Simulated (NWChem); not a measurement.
Molecule: CdH2O; SMILES [OH][CdH]

```xyz
4

Cd    -0.0040     0.2840     0.0000
H     -0.0464     1.9265     0.0000
O     -0.0696    -1.6816     0.0000
H      0.7948    -2.1058     0.0000
```
Atoms are numbered in this order, from 1.

The geometry was optimised at PBE0/def2-SVP. def2 effective core potentials on Cd; no spin-orbit coupling.

Symmetry labels are those of Cs in the frame above (b1 and b2, or b-type labels, depend on it).

### Question
List the 6 lowest vertical singlet excitations from PBE/def2-SVP with def2 effective core potentials on Cd, full TDDFT (NWChem).

### Answer
| state | energy (eV) | oscillator strength | symmetry | leading excitation (squared amplitude) |
|---|---|---|---|---|
| S1 | 4.79 | 0.010 | a" | HOMO → LUMO (0.92) |
| S2 | 5.13 | 0.017 | a" | HOMO → LUMO+1 (0.92) |
| S3 | 5.35 | 0.003 | a' | HOMO → LUMO+2 (0.68) |
| S4 | 5.80 | 0.002 | a' | HOMO−1 → LUMO+1 (0.91) |
| S5 | 5.87 | 0.001 | a" | HOMO−1 → LUMO+2 (1.00) |
| S6 | 6.67 | 0.149 | a' | HOMO−1 → LUMO (0.53) |
